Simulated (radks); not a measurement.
All-electron atom: Tm34+ in [Ar] 3d10 4s2 4p5.

Calculated with a radial shooting solver on a logarithmic mesh with Libxc functionals: Dirac Kohn-Sham, PBE, spin-unpolarised, spherical densities, finite nucleus; open shells fill j = l - 1/2 first; Fermi nuclear charge, rms radius 5.2256 fm.

Energy parts (hartree):
| part | energy |
|---|---|
| total | -12933.5206 |
| kinetic | 14390.6389 |
| electron-nucleus | -30145.3348 |
| Hartree | 3054.6213 |
| exchange-correlation | -233.4460 |

Orbitals (lengths in bohr, moments of r in powers of bohr; <r^-3> diverges for s and p1/2):
| orbital | occ. | eigenvalue (hartree) | <r^-3> | <1/r> | <r> | small-component weight |
|---|---|---|---|---|---|---|
| 1s1/2 | 2 | -2226.779 | - | 79.07 | 0.02001 | 6.68e-02 |
| 2s1/2 | 2 | -417.8871 | - | 19.07 | 0.08423 | 1.50e-02 |
| 2p1/2 | 2 | -400.8380 | - | 19.04 | 0.07002 | 1.50e-02 |
| 2p3/2 | 4 | -364.7741 | 12840 | 16.43 | 0.07739 | 1.38e-02 |
| 3s1/2 | 2 | -131.6021 | - | 7.071 | 0.2180 | 4.96e-03 |
| 3p1/2 | 2 | -124.1981 | - | 6.987 | 0.2076 | 4.90e-03 |
| 3p3/2 | 4 | -116.3681 | 2904 | 6.323 | 0.2207 | 4.56e-03 |
| 3d3/2 | 4 | -103.9288 | 497.2 | 6.205 | 0.1936 | 4.43e-03 |
| 3d5/2 | 6 | -102.2002 | 433.2 | 6.044 | 0.1977 | 4.33e-03 |
| 4s1/2 | 2 | -59.52040 | - | 3.334 | 0.4464 | 2.05e-03 |
| 4p1/2 | 2 | -56.40535 | - | 3.264 | 0.4446 | 1.99e-03 |
| 4p3/2 | 3 | -54.00602 | 908.2 | 3.047 | 0.4643 | 1.89e-03 |

The highest occupied level is 4p3/2 at -1469.6 eV. The electron density at the nucleus is 9.514e+05 e/bohr^3.
